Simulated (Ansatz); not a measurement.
Cartesian coordinates (Å):
```xyz
5

Cd    -0.1261    -0.0684     0.1438
N      0.0162     1.9158     0.4193
H      0.1945     2.2217     1.3763
H     -0.7715     2.4703     0.0823
H     -0.1259    -1.6853    -0.1671
```
Charge 0, spin multiplicity 1.

The numbers are results of frozen-core CCSD(T)/def2-TZVPP // r2SCAN-D4/def2-SVP run with Ansatz (a first-principles code), not measurements.

| Quantity | Value |
|---|---|
| HF energy | -223.05547 Ha |
| MP2 correlation energy | -0.95583 Ha |

Estimate the CCSD correlation energy, the (T) correction, the total energy and the T1 diagnostic.


- CCSD correlation energy: -0.93334 Ha
- (T) correction: -0.02935 Ha
- CCSD(T) total energy: -224.01817 Ha
- T1 diagnostic: 0.014
